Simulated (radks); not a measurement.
Question: The ruthenium ion Ru3+, [Kr] 4d5. Calculated with a radial shooting solver on a logarithmic mesh with Libxc functionals: non-relativistic Kohn-Sham, exchange-only PBE, spin-polarised, spherical densities, point nucleus. Every spin shell is full or empty, so the densities are truly spherical. Functionals are evaluated on that one density, not self-consistently. Rank these orbital-free kinetic functionals by their error against the exact value of the orbitals, and give that value: Thomas-Fermi, TF + vW, LC94, APBEK, Perdew 92, LKT, PG1, DePristo-Kress, Ernzerhof.

Answer: Exact: 4439.15 hartree. From best to worst, with 100 (|E| - |E exact|)/|E exact| (equal figures are ties): DePristo-Kress -0.06, LC94 +0.08, APBEK +0.14, Ernzerhof -0.37, Perdew 92 -0.66, Thomas-Fermi -5.49, PG1 +15.92, LKT +20.21, TF + vW +37.91.
